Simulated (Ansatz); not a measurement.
Reaction (formal exchange of groups at the Al–S bond): `CC(C)[S][Al]([CH3])[CH3]` + `C=CC` → `C=[CH][Al]([CH3])[CH3]` + `CSC(C)C`

Isolated molecules relaxed with PBE0-D4/def2-TZVP in Ansatz; ΔE leaves out vibrations. CCSD(T)/CBS adds triple-zeta CCSD(T) − MP2 to the extrapolated MP2 energy (def2 sets, frozen cores). Functionals use def2-TZVPP. Each species was taken in one conformer, which may not be the lowest.

`CC(C)[S][Al]([CH3])[CH3]`:

Cartesian coordinates in Å:
```
C 1.549 2.415 0.377
C 0.445 1.437 0.019
C -0.556 2.041 -0.947
S 1.216 -0.071 -0.705
Al -0.083 -1.686 -0.021
C -1.597 -1.267 1.144
C 0.377 -3.486 -0.608
H 2.113 2.703 -0.514
H 1.121 3.322 0.815
H 2.248 1.981 1.093
H -0.072 1.134 0.932
H -0.071 2.301 -1.891
H -1.368 1.345 -1.169
H -0.991 2.951 -0.523
H -2.246 -2.135 1.283
H -1.255 -0.954 2.136
H -2.210 -0.451 0.750
H 1.280 -3.507 -1.221
H 0.536 -4.150 0.248
H -0.437 -3.924 -1.196
```

`C=CC`:

Z-matrix (Å, degrees):
```
C
C 1 1.490
H 1 1.095 2 111.0
H 1 1.095 2 111.0 3 118.3
H 1 1.092 2 111.5 3 -120.8
C 2 1.325 1 125.1 3 120.8
H 2 1.088 1 116.2 3 -59.2
H 6 1.084 2 121.6 1 -180.0
H 6 1.086 2 121.4 1 0.0
```

`C=[CH][Al]([CH3])[CH3]`:

Cartesian coordinates in Å:
```
C -2.416 0.089 0.689
C -1.573 -0.550 -0.127
Al 0.325 -0.110 -0.186
C 1.001 1.306 0.983
C 1.512 -1.081 -1.399
H -3.481 -0.132 0.737
H -2.078 0.878 1.359
H -2.014 -1.323 -0.759
H 1.972 1.039 1.411
H 0.328 1.554 1.807
H 1.161 2.227 0.409
H 1.776 -2.056 -0.971
H 1.036 -1.286 -2.363
H 2.451 -0.554 -1.590
```

`CSC(C)C`:

```xyz
15

C     0.478    1.427   -1.422
S    -1.039    0.477   -1.267
C    -0.714   -0.550    0.199
C     0.430   -1.527   -0.011
C    -0.544    0.271    1.465
H     0.655    2.063   -0.553
H     1.345    0.790   -1.600
H     0.341    2.069   -2.293
H    -1.648   -1.117    0.273
H     0.515   -2.201    0.846
H     1.385   -1.003   -0.107
H     0.278   -2.126   -0.910
H    -1.386    0.948    1.613
H    -0.469   -0.387    2.336
H     0.372    0.867    1.430
```

```json
{"level": "B97M-V", "ΔE (eV)": "1.38"}
{"level": "revPBE", "ΔE (eV)": "1.32"}
```

(1) What does CCSD(T)/CBS give? (Estimate.)

Largest T1 diagnostic among the species: 0.010.

Results:

(1) Computed: +1.35 eV. The listed levels differ from it by 0.03, -0.03 eV.

From BLYP to BHLYP (50 % exact exchange), in def2-TZVPP and without D4, ΔE moves by +0.05 eV. At CCSD(T), def2-SVP lies +0.11 eV from the extrapolated value and def2-TZVPP −0.00 eV.
